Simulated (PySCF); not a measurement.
**Structure revision by computed shifts**

A compound C7H10F2O2 gives the data below (simulated from a calculation) and was assigned the structure `FC(F)O[C@@H]1CC[C@H]2O[C@H]2C1`.

¹³C{¹H} NMR (computed): δ 127.1 (CH), 84.6 (CH), 63.3 (C), 60.7 (CH), 42.7 (CH2), 41.0 (CH2), 20.4 (CH3).

¹H NMR (600 MHz, computed): δ 6.14 (m, 1H), 4.23 (m, 1H), 2.84 (m, 1H), 2.53 (m, 1H), 2.34 (m, 1H), 2.06 (m, 1H), 1.65 (m, 1H), 1.46 (s, 3H).

Method: coordinates at the GFN2-xTB level, σ from GIAO-PBE0/pcSseg-1, in PySCF (single conformer, one averaged value for each set of equivalent atoms, non-relativistic, gas phase).

Referencing at the same level of theory: ¹H, ¹³C against TMS.

Task: Compare with the shifts computed for the proposed structure, pairing carbons in order of shift.

Result: Atoms are numbered as in `[F:1][CH:2]([F:3])[O:4][C@@H:5]1[CH2:6][CH2:7][C@H:8]2[O:9][C@H:10]2[CH2:11]1` (H(Xn): hydrogen on atom n).

```
atom  computed for proposal  given list  difference
  C2                  126.7       127.1        -0.4
  C5                   78.9        84.6        -5.7
 C10                   53.1        63.3       -10.2
  C8                   48.5        60.7       -12.2
 C11                   38.0        42.7        -4.7
  C6                   32.7        41.0        -8.3
  C7                   28.5        20.4        +8.1
```

The rms difference is 7.9 ppm and the largest -12.2 ppm at C8 (epoxide ring carbon). The carbon types in order of shift don't match either: CH, CH, CH, CH, CH2, CH2, CH2 for the proposal against CH, CH, C, CH, CH2, CH2, CH3 in the data. The proposal doesn't fit.

Task: Which isomer fits?

Result: `InChI=1S/C7H10F2O2/c1-7-3-4(10-6(8)9)2-5(7)11-7/h4-6H,2-3H2,1H3/t4-,5+,7-/m1/s1`.

- Carbon types of the structure: 1 × C, 3 × CH, 2 × CH2, 1 × CH3, which accounts for all hydrogens.
- δC 127.1: sp3 CH bonded to 2 F and O; 3 electronegative neighbours deshield it.
- δC 84.6: sp3 CH bonded to O; the inductive effect lowers its shielding.
- δC 63.3, 60.7: epoxide ring carbon; pulled downfield by the heteroatom.
- δH 6.14: hydrogen on an sp3 CH bonded to 2 F and O; its carbon carries F and O, which withdraws density.

Other isomers checked: FC(F)O[C@@H]1CCC[C@H]2O[C@@H]12 (rms 8.4 ppm).

The data come from this structure; uniqueness wasn't tested.

Splittings by ¹⁹F in the carbon and heteronuclear signals aren't shown, as no couplings were computed. Shifts are as computed. Against solution values, carbons near 30 ppm lie about +3 ppm off and those near 130 ppm about +5 ppm. Of 1309 compounds with measured shifts, 239 miss one by over three times the rms of a fit or turn the order of signals round; such compounds aren't used in these exercises. No couplings were computed; multiplicities are counted from neighbouring protons, with m where these are inequivalent, close in shift, in a saturated or five-membered ring or joined by F or P, and br s for small geminal =CH2 splittings.
